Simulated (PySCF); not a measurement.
Compound: [WSCl4]- (charge -1 and doublet state).
Bonds: W1–S2, W1–Cl3, W1–Cl4, W1–Cl5, W1–Cl6.

Computed, not measured: PBE0-D3(BJ)/def2-SVP geometry optimisation, gas phase, def2 core potentials past Kr (PySCF 2.14.0).

(1) What internal coordinates does the optimisation give?

Answers

(1) 
| bond | length (bohr) |
| --- | --- |
| W1–S2 | 4.003 |
| W1–Cl3 and 3 like bonds | 4.457 |

Bonds in one row agree within 0.02 bohr and their mean is given. A selection of angles:
| angle | degrees |
| --- | --- |
| S2–W1–Cl3 | 106.8 |
| Cl3–W1–Cl4 | 85.2 |
| Cl3–W1–Cl5 | 146.4 |

W1 (tungsten bonded to 4 Cl and S) is square pyramidal (τ5 = (β − α)/60° = 0.00 from the two widest angles, 146.4° and 146.4° (0 for a square pyramid, 1 for a trigonal bipyramid)). All 4 Cl–W bonds measure 2.359 Å.

Point group: C4v (every atom within 0.08 Å of its image). Stationary, but not proved a minimum. ⟨S²⟩ = 0.762 (exact for a doublet: 0.75). The geometry's basis has no diffuse functions, a weakness for an anion.

Neither the SCF state along the optimisation nor the shape of the open-shell metal species was proved the lowest: other solutions of the same spin, or a structure of lower symmetry, can lie below.
